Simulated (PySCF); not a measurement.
# Potential energy of Cd₂ along the bond

Set-up: basis Cd cc-pVDZ-PP with ECP28; scalar-relativistic core potentials; PySCF 2.14. Energies in eV from Cd + Cd in their ground configurations at the same level. All curves are PBE0. state 1: ¹Σg⁺ (singlet), closed shell; state 2: triplet, unpaired electrons σ ↑, π ↑, a second solution, started from another occupation.

```tsv
R (Å)	state 1	state 2
3.095	-0.0081	2.7010
3.239	-0.0387	2.8504
3.383	-0.0531	3.0029
3.491	-0.0574	3.1151
3.599	-0.0582	3.2235
3.707	-0.0567	3.3271
3.851	-0.0525	3.4564
4.031	-0.0458	3.6034
4.247	-0.0374	3.7578
4.535	-0.0274	3.9290
```

Problem. Put a parabola through the three lowest points of the state 1 curve and estimate Re, k and ωe (reduced mass 56.95 u; 1 eV/Å² = 0.16022 mdyn/Å; ωe = 1302.8·√(k/μ) cm⁻¹).

Solution. Through R = 3.491, 3.599, 3.707 Å the second-order coefficient is 0.0986 eV/Å², so Re ≈ 3.583 Å, k ≈ 0.0316 mdyn/Å and ωe ≈ 31 cm⁻¹. A polynomial fit of higher order to the unrounded PBE0 energies gives Re = 3.574 Å, k = 0.0344 mdyn/Å, ωe = 32.0 cm⁻¹; anharmonicity and rounding make the difference.

The higher-order fit for each curve: state 1: Re = 3.574 Å, ωe = 32.0 cm⁻¹, De = 0.058 eV. State 2 gave no clean fit.

Closed-shell solutions of metal pairs were not tested for spin polarisation, which can lower them a little. The bond is weak. Basis-set superposition, not corrected here, can be much of De in a small basis, most of all at correlated wavefunction levels. Functionals without a dispersion term scatter widely for such bonds, and LDA overbinds them.
